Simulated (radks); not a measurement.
The vanadium anion V- inside a hard spherical wall (all orbitals vanish at R), configuration held at [Ar] 3d4 4s2 and not refilled when levels cross. All-electron calculation, non-relativistic Kohn-Sham, PBE, spin-unpolarised, spherical densities, point nucleus. Program: a radial shooting solver on a logarithmic mesh with Libxc functionals. Eigenvalues in eV, with the zero of energy where the potential of the charges vanishes at infinity; a dash marks a level that is unbound or too diffuse for the functional's potential to be trusted. A positive occupied level is held by the wall or, in an anion where self-interaction has pushed it up, behind a barrier. The pressure on the wall is -dE/dV.

R (bohr) = 20: E (hartree) -943.62183; kinetic (hartree) 942.780; e(3s) -61.065; e(3p) -35.907; e(4s) 0.494; e(3d) 1.988; e(4p, empty) -; e(5s, empty) -; pressure (GPa) 0.00125
R (bohr) = 10: E (hartree) -943.61011; kinetic (hartree) 942.821; e(3s) -59.976; e(3p) -34.823; e(4s) 1.219; e(3d) 2.989; e(4p, empty) 3.560; e(5s, empty) 6.066; pressure (GPa) 0.144
R (bohr) = 6: E (hartree) -943.47382; kinetic (hartree) 943.288; e(3s) -56.207; e(3p) -31.080; e(4s) 4.467; e(3d) 6.443; e(4p, empty) 8.224; e(5s, empty) 19.952; pressure (GPa) 7.34
R (bohr) = 2.5: E (hartree) -938.36366; kinetic (hartree) 957.850; e(3s) -25.395; e(3p) -0.674; e(4s) 66.383; e(3d) 39.105; e(4p, empty) 79.801; e(5s, empty) 199.82; pressure (GPa) 3060
R (bohr) = 2: E (hartree) -931.13412; kinetic (hartree) 978.202; e(3s) -3.133; e(3p) 22.751; e(4s) 135.64; e(3d) 66.000; e(4p, empty) 151.64; e(5s, empty) 360.17; pressure (GPa) 14100
R (bohr) = 1.5: E (hartree) -906.82993; kinetic (hartree) 1039.663; e(3s) 55.750; e(3p) 84.996; e(4s) 327.87; e(3d) 131.79; e(4p, empty) 340.17; e(5s, empty) 759.43; pressure (GPa) 92900
